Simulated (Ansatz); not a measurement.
# From W(OH)5F to W(OH)2Cl3F: predicting a member

On one W centre that keeps F, n of the OH ligands are replaced by Cl. The HOMO–LUMO gap y in eV at wB97M-V/def2-TZVPP. Shapes, held fixed at every level: PBE0-D4/def2-TZVP. Flexible molecules stand in one conformer, not always the lowest. Programs: Ansatz 0.2.0.

| molecule | n | y (eV) |
| --- | --- | --- |
| W(OH)5F | 0 | 11.04 |
| W(OH)4ClF | 1 | 9.78 |
| W(OH)3Cl2F | 2 | ? |
| W(OH)2Cl3F | 3 | 8.55 |

Question: Fit y = c + s·n to the known rows and predict W(OH)3Cl2F.

Answer: 
1. Means of the 3 rows: n = 1.33333, y = 9.790.
2. Σ(Δn)² = 4.6667, Σ(Δn·Δy) = -3.73, so the slope is -3.73/4.6667 = -0.79928.
3. Intercept: 9.790 − (-0.79928) × 1.33333 = 10.856. The largest residual of the fit is 0.28.
4. W(OH)3Cl2F: 10.856 + (-0.79928) × 2 = 9.26 eV.

The run gave 9.19 eV, so the prediction is off by +0.07 eV, within the scatter of the fit. The steps per swap are uneven (-1.26, -0.59, -0.64), so a line is a poor model. Other levels give for W(OH)3Cl2F: PBE0-D4/def2-TZVPP 4.89; wB97X-V/def2-TZVPP 9.34 eV. Orbital gaps aren't excitation energies, and the LUMO depends on the basis. For atoms past krypton def2 sets carry core potentials with scalar relativity.
